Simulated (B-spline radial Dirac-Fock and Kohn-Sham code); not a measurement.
Eu²⁸⁺: scattering cross sections and density moments

System: Eu²⁸⁺ in the configuration [Ar] 3d10 4s2 4p5.

Input file task.json (cfg lists n, l and occupation; rrms is the nuclear radius in fm):

```json
{"items": [{
  "Z": 63,
  "q": 28,
  "cfg": [[1, 0, 2], [2, 0, 2], [2, 1, 6], [3, 0, 2], [3, 1, 6], [3, 2, 10], [4, 0, 2], [4, 1, 5]],
  "A": 153,
  "rrms": 5.1115,
  "do": ["scatter"],
  "s": [0.0, 0.09, 0.1, 0.12, 0.14, 0.17, 0.2, 0.23, 0.27, 0.32, 0.38, 0.45, 0.53, 0.62, 0.73, 0.86, 1.01, 1.19, 1.4, 1.64, 1.93, 2.27, 2.68],
  "pz": [0, 0.1, 0.14, 0.19, 0.25, 0.34, 0.47, 0.64, 0.87, 1.2, 1.6, 2.2, 3.0, 4.1, 5.5, 7.5, 10.0, 14.0, 19.0, 26.0, 35.0],
  "hv_scatter": [2000, 10000, 17479.3, 20000, 30000, 200000, 500000, 1000000]
}]}
```

Command: `python xray_run.py task.json out`

The computed values come from a radial atomic solver: Dirac-Fock orbitals of the configuration average with a finite nucleus.

| Item | Value |
| --- | --- |
| Sum of ⟨r⟩ | 8.576 bohr |
| Sum of ⟨r²⟩ | 3.369 bohr² |
| Sum of ⟨1/r⟩ | 386.71 per bohr |
| Langevin diamagnetic susceptibility | -2.67 × 10⁻⁶ cm³/mol |
| Lamb shielding (α²/3)Σ⟨1/r⟩ | 6864 ppm |

Coherent scattering is the Thomson cross section weighted by f₀², without anomalous dispersion; incoherent scattering is Klein-Nishina weighted by S. The Lamb formula is the non-relativistic shielding expression. Electron correlation is left out. A dash stands where the photon energy is too low for the impulse approximation behind that column.

```csv
hν (keV),coherent (b),incoherent (b),incoherent per electron (b)
2,800.2,–,–
10,563.8,3.356,0.0959
17.4793,364.9,6.208,0.177
20,318.7,6.972,0.199
30,196.6,9.307,0.266
200,9.267,12.84,0.367
500,1.661,9.811,0.280
1000,0.4297,7.303,0.209
```

Incoherent scattering overtakes coherent scattering between 30 and 200 keV.
